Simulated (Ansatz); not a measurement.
Zr4O8, relaxed as a singlet with RKS PBE-D4/def2-SVP in Ansatz, starting from the GFN2-xTB geometry. Force threshold 0.03 eV/Å.

In the def2 sets Zr takes a core potential; there is no spin–orbit coupling. The relaxation made no stability test and no search for a lower SCF solution. The structure comes from a short search, and lower isomers may exist.

Start:

```xyz
12

Zr    1.089   -2.493    0.251
Zr   -1.194    2.136    0.376
Zr    1.593    0.516    0.082
Zr   -1.189   -0.728   -0.808
O    -0.230   -1.067    0.938
O    -0.305    0.981   -1.339
O    -1.503    3.869    0.239
O     0.596    1.801    1.161
O     2.683   -0.686    0.957
O    -0.289   -3.432   -0.485
O    -2.543    0.360   -0.101
O     1.293   -1.257   -1.271
```

(1) Estimate the energy that the relaxation releases and the steps that it takes.

(2) Does the start keep its bonding?

(3) Predict the relaxed structure.

Answers

(1) 1.83 eV, in 8 steps; 53 s on 4 threads of Arm Neoverse V1 on a shared host. No frequencies were taken in this run, so the end may be a saddle point.

(2) By distances, no bond broke or formed. The bond that changes most is Zr4–O10, from 2.87 to 2.04 Å (atoms count from 1).

(3) 
Cartesian coordinates in Å:
```
Zr 1.205 -2.386 0.135
Zr -1.225 1.990 0.421
Zr 1.514 0.508 0.225
Zr -1.074 -0.858 -0.843
O 0.055 -0.815 0.911
O -0.076 0.979 -1.070
O -1.813 3.561 -0.171
O 0.711 1.892 1.294
O 2.565 -1.100 0.896
O -0.683 -2.816 -0.444
O -2.386 0.257 0.016
O 1.205 -1.211 -1.370
```
Bond lengths (bridged metal pairs left out): 18 × O–Zr 1.78 to 2.37 Å.
